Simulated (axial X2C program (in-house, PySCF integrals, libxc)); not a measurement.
# NbSi⁺: properties at the nuclei

Calculated with an axial X2C code built on PySCF integrals: two-component X2C with atomic mean-field Coulomb and Gaunt terms, Gaussian nuclei, basis Nb dyall-cv3z, Si dyall-v3z with contracted cores.

R = 2.470 Å (near the PBE0 minimum at charge 1 of the determinant lowest at the starting distance; the state shown can have its own minimum elsewhere).

Input and command:
```json
{"zs": [41, 14], "q": 1, "bas": ["dyall-cv3z", "dyall-v3z"], "r0": 2.63, "levels": ["PBE0", "HF", "PBE50", "B3LYP", "LDA"], "nst": 3}
```
```bash
python soeom.py task.json out
```

Keys: zs atomic numbers; q charge; bas basis sets; r0 starting distance in Å; levels methods; nst determinants followed.

Determinant lowest in the PBE0 search, Ω = 3 (⟨Sz⟩ = 2.99, ⟨Lz⟩ = 0.01 at PBE0), spin on the atoms Nb 2.14, Si 0.85:

```tsv
level	Eeff magnitude (GV/cm)	Ws magnitude Nb (kHz)	A∥/gI Nb (MHz)	qzz Nb (a.u.)	A∥/gI Si (MHz)	qzz Si (a.u.)
PBE0	2.37	0.402	433	1.15	1.08	-0.59
HF	3.09	0.509	255	0.67	-17.3	-0.60
PBE50	2.8	0.468	372	0.91	-1.8	-0.63
B3LYP	2.02	0.342	491	1.24	19.1	-0.56
LDA	1.55	0.256	565	1.30	23.3	-0.51
```

Eeff is the effective electric field on the electron electric dipole moment in this Ω state and Ws the scalar–pseudoscalar constant of the nucleus named (defined with the proton number Z and per Ω); A∥ (defined per Ω) follows by multiplying with gI = μI/(I μN); qzz is the electric field gradient, eQq0 = 234.96 MHz × Q/barn × qzz. The operators were transformed with the bare-nucleus X2C matrices; with these basis sets, hyperfine constants and field gradients can be off by tens of per cent, and where levels differ in sign neither size nor sign is settled.

**Question.** With Q(93Nb) = -0.32 barn (Q from Pyykkö, Mol. Phys. 2018), turn the PBE0 values of the first state into constants in MHz.

**Answer.** eQq0(93Nb) = 234.96 × (-0.32) × (1.15) = -86.5 MHz.

Each state is one determinant with collinear spin, which with several unpaired electrons need not be a pure state. Unrestricted Hartree–Fock can overshoot spin polarisation at the nuclei. This is the top spin component of a Σ state; components of lower Ω are not single determinants and can lie lower. With several open shells hyperfine constants can be off by a factor of several. Open-shell Ω = 0 determinants with evenly filled partner blocks cannot be reached by this program, so the Ω shown need not be the lowest component. At B3LYP, LDA a later determinant lies lower. States lie within half an eV, so the first need not be the ground state. Further determinants of the search, some of them spin-mixed, are not shown. Where a field gradient or hyperfine factor spreads by more than a factor of two over the levels, a constant derived from it is not to be relied on.
